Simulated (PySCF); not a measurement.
Dipole response of Sn⁺ (tin, charge +1)

[Kr] 4d10 5s2 5p1, 2P determinant. Calculation: PySCF 2.14, in aug-cc-pVTZ-DK3; scalar relativity by spin-free X2C-1e. Coupled (time-dependent) response in atomic units; α is the mean over directions.

```tsv
method	mean α (bohr³)	α xx, yy, zz	C₆ (like pair)	S(−4)
wB97X-V	27.38	25.77, 30.61, 25.77	206.1	250.2
BP86	27.08	24.92, 31.41, 24.92	201.7	255.8
```

S(−4) is the Cauchy moment in α(ω) = α(0) + S(−4) ω² + …

Spin-orbit coupling is absent.

α(iu) at BP86:

```
u (hartree)  α(iu) (bohr³)
          0          27.08
     0.0500          26.46
      0.100          24.80
      0.200          20.05
      0.300          15.54
      0.500          9.559
      0.750          5.901
       1.00          4.074
       1.50          2.350
       2.00          1.550
       3.00         0.8190
       5.00         0.3364
```

A single London oscillator, α(iu) = α/(1 + u²/ω²), gives C₆ = (3/4) ω α². Matching the computed C₆ needs ω = 4 × 201.7 / (3 × 27.08²) = 0.367 hartree.

For an ion, C₆ is the dispersion term alone; charge-induced terms of lower order in 1/R come first.

The components differ because the open shell of this determinant is not spherical; for a pure term their mean is the scalar polarisability.
